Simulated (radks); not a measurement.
Task: The mean radii <r> (bohr) of the occupied orbitals of an atom or ion are listed with their occupations. All-electron calculation, Dirac Kohn-Sham, PBEsol, spin-unpolarised, spherical densities, finite nucleus; Fermi nuclear charge, rms radius of each element as measured or else 0.836 A^(1/3) + 0.57 fm. Program: a radial shooting solver on a logarithmic mesh with Libxc functionals.

orbital  occ.      <r>
1s1/2       2  0.01835
2s1/2       2  0.07697
2p1/2       2  0.06366
2p3/2       4  0.07162
3s1/2       2   0.2006
3p1/2       2   0.1906
3p3/2       4   0.2054
3d3/2       4   0.1797
3d5/2       6   0.1842
4s1/2       2   0.4496
4p1/2       2   0.4547
4p3/2       4   0.4880
4d3/2       4   0.5047
4d5/2       6   0.5161
5s1/2       1    1.054
5p1/2       2    1.148
5p3/2       4    1.239
4f5/2       6   0.5965
4f7/2       8   0.6054
5d3/2       3    1.606

Name the element and its charge. Open shells, if any, fill j = l - 1/2 first.

Result: Z = 74, tungsten, charge +4: W4+ in [Kr] 4d10 4f14 5s1 5p6 5d3. The 1s radius gives Z: for a bare nucleus <r> = (2 gamma + 1)/(2Z) with gamma = sqrt(1 - (Z/c)^2), 0.01813 bohr for Z = 74, and screening makes it slightly larger (0.01835 here). The occupations add up to 70, and the charge is Z minus that.
